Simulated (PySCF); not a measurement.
These are PBE-D3(BJ)/def2-TZVP // PBE-D3(BJ)/def2-SVP (PySCF) values and carry that method's errors. Isolated molecules, 0 K electronic values unless said otherwise. Delta-SCF ions had no search for a lower state. Excitations are Tamm–Dancoff values on a coarser integration grid. The basis has no diffuse functions, so Rydberg states are missing or too high.

Reference species (SMILES): `o1cc2ccccc2c1` (neutral, multiplicity 1).

```json
{
  "T1 excitation (TDA)": "2.24 eV",
  "vertical ionisation energy (Delta-SCF)": "7.46 eV",
  "adiabatic ionisation energy (no zero-point term)": "7.42 eV",
  "S1 excitation (TDA)": "3.70 eV"
}
```

Changed species: `C1=c2c(cccc2)=C[SiH2]1` (E = [SiH2]; the reference has E = O).

Task: What does the change do to the T1 excitation (TDA), vertical ionisation energy (Delta-SCF), adiabatic ionisation energy (no zero-point term) and S1 excitation (TDA)?

Result: the T1 excitation (TDA) falls by 1.09 eV, to 1.15 eV; the vertical ionisation energy (Delta-SCF) falls by 0.14 eV, to 7.32 eV; the adiabatic ionisation energy (no zero-point term) falls by 0.18 eV, to 7.24 eV; the S1 excitation (TDA) drops by 1.08 eV, to 2.62 eV.
